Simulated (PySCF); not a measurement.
C2H6ClSn, SMILES [CH3][Sn+]([CH3])[Cl], charge +1.

The structure is a stationary point at B3LYP-D3(BJ)/def2-SVP. The multiplicity is an assumed one; no other spin state was optimised. The isomer is the one that the SMILES or the coordinates give; other isomers of the formula were not compared. The def2 effective core potentials stand for the cores of Sn; spin–orbit coupling is left out.

Two levels are set side by side: PBE/def2-TZVP (PySCF) and r2SCAN/def2-TZVP (PySCF). Same geometry, gas phase. Differences are taken from unrounded values.

| quantity | PBE |
|---|---|
| orbital gap (eV) | 3.64 |
| highest occupied level (eV) | -12.21 |
| lowest empty level (eV) | -8.58 |
| mean polarisability (bohr³) | 72.6 |

Question: These are the PBE values. What does r2SCAN give? (Estimate from the structure and the level; the computed values follow.)

Answer: 
```csv
quantity,r2SCAN,PBE minus r2SCAN
orbital gap (eV),4.08,-0.45
highest occupied level (eV),-12.50,0.29
lowest empty level (eV),-8.42,-0.16
mean polarisability (bohr³),71.2,1.5
```

Rough cost on one machine, each run with all the roots and properties that it gave: r2SCAN against PBE about 3 times.
